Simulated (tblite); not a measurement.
C₈H₅S (doublet state).
Bonds: C1–C2 (triple), C2–C3, C3–C4 (aromatic), C4–C5 (aromatic), C5–C6 (aromatic), C6–C7 (aromatic), C7–C8 (aromatic), C8–S9, C3–C8 (aromatic). Hydrogens: H10 on C1; H11 on C4; H12 on C5; H13 on C6; H14 on C7.
Bond orders are those of one Lewis drawing.

Computed with GFN2-xTB (tblite), gas phase: L-BFGS steps from a force-field or distance-geometry start until the largest atomic force falls under 0.01 eV/Å.

The end geometry, which sets the zero of energy:
```
atom  x, y, z in Å
C1      3.2992   -0.3287    0.1315
C2      2.1028   -0.2251    0.0820
C3      0.6997   -0.1022    0.0242
C4     -0.0996   -1.2337   -0.1198
C5     -1.4754   -1.1192   -0.1786
C6     -2.0765    0.1341   -0.0917
C7     -1.3049    1.2648    0.0521
C8      0.0917    1.1722    0.1116
S9      1.0399    2.5926    0.2851
H10     4.3440   -0.4114    0.1755
H11     0.3752   -2.2018   -0.1858
H12    -2.0850   -2.0032   -0.2917
H13    -3.1518    0.2204   -0.1379
H14    -1.7600    2.2409    0.1213
```

Task: These geometries come from the run, each turned onto the end geometry. Order them by energy, lowest first.
A.
```
atom  x, y, z in Å
C1      3.3219   -0.4039    0.1258
C2      2.1259   -0.2377    0.0750
C3      0.7210   -0.0741    0.0269
C4     -0.0914   -1.2137   -0.1229
C5     -1.4668   -1.1223   -0.1753
C6     -2.0781    0.1321   -0.0929
C7     -1.3156    1.2553    0.0460
C8      0.0961    1.2246    0.1184
S9      0.9606    2.7017    0.2975
H10     4.3694   -0.4999    0.1746
H11     0.3867   -2.1806   -0.1864
H12    -2.0697   -2.0201   -0.2888
H13    -3.1665    0.2042   -0.1320
H14    -1.7942    2.2339    0.1118
```
B.
```
atom  x, y, z in Å
C1      3.3115   -0.4053    0.1251
C2      2.1436   -0.2448    0.0739
C3      0.7192   -0.0731    0.0291
C4     -0.0882   -1.2128   -0.1254
C5     -1.4714   -1.1262   -0.1735
C6     -2.0862    0.1256   -0.0955
C7     -1.3151    1.2631    0.0458
C8      0.0913    1.2093    0.1176
S9      0.9742    2.7345    0.3010
H10     4.3770   -0.4993    0.1754
H11     0.3878   -2.1882   -0.1864
H12    -2.0744   -2.0251   -0.2900
H13    -3.1724    0.2047   -0.1316
H14    -1.7976    2.2374    0.1122
```
C.
```
atom  x, y, z in Å
C1      3.2960   -0.3736    0.1279
C2      2.1072   -0.2005    0.0830
C3      0.7046   -0.0735    0.0238
C4     -0.0808   -1.2157   -0.1207
C5     -1.4575   -1.1158   -0.1752
C6     -2.0784    0.1284   -0.0908
C7     -1.3194    1.2674    0.0493
C8      0.0789    1.1922    0.1097
S9      0.9930    2.6338    0.2924
H10     4.3357   -0.5058    0.1701
H11     0.4081   -2.1775   -0.1860
H12    -2.0530   -2.0075   -0.2863
H13    -3.1552    0.2058   -0.1348
H14    -1.7799    2.2416    0.1153
```
D.
```
atom  x, y, z in Å
C1      3.3075   -0.3934    0.1262
C2      2.1182   -0.2237    0.0789
C3      0.7147   -0.0680    0.0242
C4     -0.0847   -1.2025   -0.1181
C5     -1.4616   -1.1150   -0.1772
C6     -2.0752    0.1294   -0.0905
C7     -1.3100    1.2639    0.0491
C8      0.0874    1.1957    0.1125
S9      0.9566    2.6610    0.2939
H10     4.3531   -0.5024    0.1726
H11     0.3898   -2.1705   -0.1863
H12    -2.0597   -2.0087   -0.2866
H13    -3.1500    0.2056   -0.1327
H14    -1.7868    2.2282    0.1118
```
E.
```
atom  x, y, z in Å
C1      3.3196   -0.4018    0.1259
C2      2.1242   -0.2349    0.0759
C3      0.7164   -0.0687    0.0263
C4     -0.0880   -1.2091   -0.1212
C5     -1.4676   -1.1215   -0.1761
C6     -2.0821    0.1263   -0.0929
C7     -1.3111    1.2661    0.0476
C8      0.0966    1.2145    0.1169
S9      0.9576    2.6905    0.2964
H10     4.3656   -0.5003    0.1742
H11     0.3872   -2.1789   -0.1865
H12    -2.0669   -2.0164   -0.2882
H13    -3.1605    0.2044   -0.1321
H14    -1.7916    2.2295    0.1115
```

Result: C (0.004 eV), D (0.015 eV), E (0.036 eV), A (0.062 eV), B (0.132 eV).

In the order of the answer:

```json
{"step": "10", "E above end (eV)": "0.004", "largest force (eV/Å)": "0.06", "rms force component (eV/Å)": "0.022", "rms distance from end (Å)": "0.039", "rms bond change (Å)": "0.001", "bond most changed (Å)": "C5–H12 -0.002"}
{"step": "5", "E above end (eV)": "0.015", "largest force (eV/Å)": "0.20", "rms force component (eV/Å)": "0.068", "rms distance from end (Å)": "0.047", "rms bond change (Å)": "0.002", "bond most changed (Å)": "C2–C3 +0.004"}
{"step": "3", "E above end (eV)": "0.036", "largest force (eV/Å)": "0.57", "rms force component (eV/Å)": "0.156", "rms distance from end (Å)": "0.052", "rms bond change (Å)": "0.006", "bond most changed (Å)": "C3–C8 +0.013"}
{"step": "2", "E above end (eV)": "0.062", "largest force (eV/Å)": "0.98", "rms force component (eV/Å)": "0.302", "rms distance from end (Å)": "0.055", "rms bond change (Å)": "0.012", "bond most changed (Å)": "C3–C8 +0.029"}
{"step": "1", "E above end (eV)": "0.132", "largest force (eV/Å)": "3.38", "rms force component (eV/Å)": "0.765", "rms distance from end (Å)": "0.059", "rms bond change (Å)": "0.020", "bond most changed (Å)": "C8–S9 +0.055"}
```

What follows is the cost of the whole relaxation. The run took 0.2 s on one thread, Arm Neoverse V2 (aarch64) (shared host).
